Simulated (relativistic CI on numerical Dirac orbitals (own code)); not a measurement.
**Nb²⁺: resonant inelastic scattering at the L2,3 edge**

Computed with this model: Dirac-Coulomb-Breit CI, orbitals from a KLI potential per configuration, model QED (radiative potential, 1s self-energy scaled to tabulated hydrogen-like ionisation energies), valence Slater integrals scaled by 0.8, Kramers-Heisenberg scattering through one core-hole configuration in a parametric crystal field; configurations [Kr] 4d3 → [He] 2s2 2p5 3s2 3p6 3d10 4s2 4p6 4d4; 300 K; core-hole width 1.6 eV; summed over polarisations. Incident energies are the highest absorption maxima for each field (at most a few, so the weaker spin-orbit partner edge can be absent), on the computed scale of the free ion. Intensities are in per cent of the strongest line above 0.02 eV; levels within 1 cm⁻¹ are merged; final levels count from the ground level, the first row holds all elastic scattering, lines under 0.4 are left out and each table stops after 24 rows. The scale of the Slater integrals is a model choice and moves the terms in proportion.

Field parameters in Wybourne normalisation: D4h B²₀ = −7Ds, B⁴₀ = 21(Dq − Dt), B⁴₄ = 21√(5/14) Dq. The field is a parameter set, without covalency.

S is read from ⟨S²⟩ = S(S + 1).

D4h, 10Dq = 19200, Ds = -1500, Dt = -70 cm⁻¹:

| Final level (eV) | Degeneracy | Irrep | S | 2372.1 eV | 2466.1 eV |
| --- | --- | --- | --- | --- | --- |
| 0.000 | 2 | Γ6 | 1.50 | 2256.1 | 586.6 |
| 0.000 | 2 | Γ7 | 1.50 | 5.2 | 11.7 |
| 1.133 | 2 | Γ6 | 0.51 | 18.6 | 28.7 |
| 1.186 | 2 | Γ7 | 0.50 | 14.8 | 18.4 |
| 1.337 | 2 | Γ7 | 0.51 | 8.3 | 25.5 |
| 1.363 | 2 | Γ6 | 0.51 | 6.7 | 22.6 |
| 1.418 | 2 | Γ6 | 0.50 | 22.6 | 37.6 |
| 2.135 | 2 | Γ7 | 0.51 | 39.7 | 50.3 |
| 2.242 | 2 | Γ6 | 1.50 | 100.0 | 10.3 |
| 2.247 | 2 | Γ6 | 1.46 | 92.5 | 31.6 |
| 2.253 | 2 | Γ7 | 1.41 | 69.0 | 37.9 |
| 2.279 | 2 | Γ7 | 1.50 | 47.5 | 34.5 |
| 2.324 | 2 | Γ7 | 0.72 | 31.3 | 39.4 |
| 2.335 | 2 | Γ6 | 0.92 | 46.0 | 52.7 |
| 2.402 | 2 | Γ7 | 1.46 | 80.0 | 23.5 |
| 2.412 | 2 | Γ6 | 1.27 | 83.8 | 17.1 |
| 3.000 | 2 | Γ7 | 1.50 | 59.7 | 19.0 |
| 3.020 | 2 | Γ7 | 1.50 | 54.5 | 15.5 |
| 3.040 | 2 | Γ6 | 1.50 | 50.4 | 13.7 |
| 3.061 | 2 | Γ6 | 1.49 | 45.1 | 12.9 |
| 3.371 | 2 | Γ6 | 0.50 | 6.2 | 4.5 |
| 3.422 | 2 | Γ7 | 0.50 | 5.5 | 3.6 |
| 3.474 | 2 | Γ6 | 0.53 | 0.4 | 0.5 |
| 3.718 | 2 | Γ7 | 0.50 | 4.5 | 3.5 |

D4h, 10Dq = 19200, Ds = -860, Dt = -70 cm⁻¹:

| Final level (eV) | Degeneracy | Irrep | S | 2372.2 eV | 2466.1 eV |
| --- | --- | --- | --- | --- | --- |
| 0.000 | 4 | Γ6+Γ7 | 1.50 | 2160.4 | 557.5 |
| 1.303 | 2 | Γ6 | 0.51 | 17.1 | 30.0 |
| 1.329 | 2 | Γ7 | 0.50 | 6.2 | 7.2 |
| 1.356 | 2 | Γ7 | 0.51 | 13.5 | 33.1 |
| 1.360 | 2 | Γ6 | 0.51 | 5.1 | 17.3 |
| 1.418 | 2 | Γ6 | 0.50 | 19.2 | 34.1 |
| 2.124 | 2 | Γ7 | 0.52 | 32.4 | 40.8 |
| 2.192 | 2 | Γ7 | 0.54 | 30.2 | 55.5 |
| 2.198 | 2 | Γ6 | 0.59 | 34.6 | 45.7 |
| 2.362 | 2 | Γ7 | 1.48 | 85.1 | 16.9 |
| 2.376 | 2 | Γ6 | 1.46 | 100.0 | 23.9 |
| 2.384 | 2 | Γ6 | 1.50 | 94.9 | 11.7 |
| 2.400 | 2 | Γ7 | 1.49 | 70.2 | 29.0 |
| 2.410 | 2 | Γ6 | 1.50 | 77.9 | 22.1 |
| 2.424 | 2 | Γ7 | 1.50 | 62.9 | 22.7 |
| 3.033 | 2 | Γ7 | 1.50 | 47.7 | 21.5 |
| 3.045 | 2 | Γ7 | 1.50 | 46.9 | 15.6 |
| 3.057 | 2 | Γ6 | 1.50 | 48.4 | 12.5 |
| 3.071 | 2 | Γ6 | 1.49 | 47.0 | 10.3 |
| 3.511 | 2 | Γ6 | 0.82 | 9.7 | 4.1 |
| 3.560 | 2 | Γ7 | 1.46 | 35.9 | 9.2 |
| 3.562 | 2 | Γ6 | 0.85 | 15.8 | 4.2 |
| 3.586 | 2 | Γ6 | 1.07 | 18.5 | 7.6 |
| 3.614 | 2 | Γ7 | 0.57 | 4.4 | 4.2 |

For the first field the strongest loss at the lowest incident energy is the level at 2.24 eV (S = 1.50, against 1.50 in the thermal ground state). Levels of other spin, the first over 8 % at 1.13 eV, appear because spin-orbit coupling of the core hole, and in heavier ions of the valence shell too, mixes spins.
